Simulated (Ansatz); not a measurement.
Isomers of C$_{2}$H$_{7}$ClOSi, relaxed with PBE0-D4/def2-TZVP in Ansatz; electronic energies, one conformer each and not always the lowest. Functionals use def2-TZVPP; CBS adds triple-zeta CCSD(T) − MP2 to the MP2 limit of def2-TZVPP and def2-QZVPP.

Order them by energy at frozen-core CCSD(T)/CBS, lowest first. (Estimate.)
A. `CO[SiH](C)Cl`
B. `CC(O)([SiH3])Cl`
C. `C[Si](C)(O)Cl`

C (0.0 kcal/mol), A (26.0 kcal/mol), B (96.5 kcal/mol).

How do B3LYP-D4, HF/CBS(def2), B2PLYP, MP2/CBS(def2) place them (kcal/mol, against `C[Si](C)(O)Cl`)? (Estimate.)

Computed: 
| isomer | B3LYP-D4 | HF/CBS(def2) | B2PLYP | MP2/CBS(def2) |
| --- | --- | --- | --- | --- |
| `CC(O)([SiH3])Cl` | 94.5 | 99.9 | 96.4 | 100.0 |
| `CO[SiH](C)Cl` | 24.2 | 21.9 | 24.8 | 27.6 |

B3LYP here is the variant with VWN-RPA as its local correlation; programs differ in this.
